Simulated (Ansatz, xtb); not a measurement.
C3H6GeO3: which of two isomers lies lower

Structure a: `C=C([O][GeH3])C(=O)O`, a singlet. Structure b: `CC(=O)O[C](=O)[GeH3]`, a singlet. Both are isolated molecules in the gas phase, relaxed with PBE0-D3(BJ)/def2-SVP; the shapes shown needn't be the lowest conformers.

a (Å):

```xyz
13

C     0.9725    2.0628    1.5173
C     0.7142    0.7685    1.7679
C     1.7816   -0.1586    2.2356
Ge   -1.0558   -1.4785    1.8965
O    -0.4947    0.2314    1.6183
O     1.5592   -1.3277    2.4639
O     2.9851    0.3856    2.3828
H     1.9775    2.4575    1.6541
H     0.1737    2.7226    1.1753
H    -0.3859   -2.4554    0.9228
H    -2.5340   -1.2808    1.5086
H    -0.9513   -1.8711    3.3749
H     3.5745   -0.3210    2.6876
```

b (Å):

```xyz
13

C    -1.6005   -1.1889   -1.2067
C    -1.7019    0.0376   -0.3572
C    -1.0381    0.6076    1.9076
Ge    0.6801    0.7244    2.9126
O    -2.3740    0.9972   -0.5566
O    -0.8354   -0.0701    0.7238
O    -2.0974    1.0070    2.2705
H    -2.1876   -1.0534   -2.1217
H    -1.9796   -2.0537   -0.6409
H    -0.5481   -1.3955   -1.4488
H     1.6989    1.4710    2.0392
H     0.4073    1.4752    4.2196
H     1.1780   -0.7024    3.1870
```

Estimate which is lower in electronic energy at CCSD(T)/def2-SVP + ΔMP2/def2-TZVPP, and by roughly how much.

The CCSD(T)/def2-SVP + ΔMP2/def2-TZVPP calculation puts structure a lower, by 6.1 kcal/mol.

How the difference moves with the method:

```
                             level              geometry  E(b) − E(a) (kcal/mol)  departure from the last row (kcal/mol)  job, with rough time for the two
                          GFN2-xTB              GFN2-xTB                     +12.9                                    +6.8              optimisation, 0.26 s
                         HF/STO-3G              GFN2-xTB                     −21.1                                   −27.3              single point, 0.56 s
                r2SCAN-D4/def2-SVP              GFN2-xTB                      +4.8                                    −1.3               single point, 4.9 s
              PBE0-D3(BJ)/def2-SVP  PBE0-D3(BJ)/def2-SVP                      +4.5                                    −1.6                optimisation, 83 s
                       HF/def2-SVP  PBE0-D3(BJ)/def2-SVP                      +4.2                                    −2.0           part of the CCSD(T) run
                      MP2/def2-SVP  PBE0-D3(BJ)/def2-SVP                      +3.7                                    −2.5           part of the CCSD(T) run
                  CCSD(T)/def2-SVP  PBE0-D3(BJ)/def2-SVP                      +3.5                                    −2.7                      single point
CCSD(T)/def2-SVP + ΔMP2/def2-TZVPP  PBE0-D3(BJ)/def2-SVP                      +6.1                                                     single point, 2.2 min
```

As drawn, b has 1 C=O, 1 C–Ge, 1 C–H in place of 1 C=C, 1 Ge–O, 1 O–H.

HF/STO-3G puts the two in the other order. The largest departure from CCSD(T)/def2-SVP + ΔMP2/def2-TZVPP is that of HF/STO-3G, 27.3 kcal/mol. The last row adds to CCSD(T) the change of the MP2 difference between the two basis sets, here +2.7 kcal/mol.

With thermal terms from frequencies at re-optimised GFN2-xTB minima (ideal gas, soft modes damped towards free rotors, one conformer each, 298.15 K, 1 atm): on the last row, ΔE + ΔZPE = +5.5, ΔH = +6.4, ΔG = +3.8 kcal/mol.

The correlated steps freeze 15 core orbitals; the filled d shell of Ge is correlated, in a basis made for valence electrons. Codes used: Ansatz 0.2.0, xtb 6.7.1; the last row on 4 threads of Arm Neoverse V1 on a shared host.
